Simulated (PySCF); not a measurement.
Ga(H)(Br)(NH2) (BrGaH3N), SMILES [NH2][GaH][Br]. Geometry: B3LYP-D3(BJ)/def2-SVP. The structure was generated by enumeration; whether it is a known compound was not checked. Other conformers were not sampled.

Computed with B3LYP-D3(BJ)/def2-SVP run with PySCF.

Harmonic wavenumbers (cm⁻¹): 142, 258, 294, 366, 507, 565, 719, 746, 1508, 2024, 3576, 3683. Rotational constants (GHz): 14.06, 1.861, 1.643; symmetry number 1.

Work out the zero-point energy and the ideal-gas rigid-rotor harmonic-oscillator thermochemistry at 298.15 K and 1 atm.

ZPE = ½ Σ hcν = ½ × 14388 cm⁻¹ = 86.06 kJ/mol. H − E(el) = 102.56 kJ/mol. Entropy in J/(mol K): translation 172.55, rotation 110.52, vibration 36.43, total 319.51. G − E(el) = 7.30 kJ/mol. Cp = 78.65 J/(mol K). Modes under 150 cm⁻¹ make the vibrational entropy uncertain.
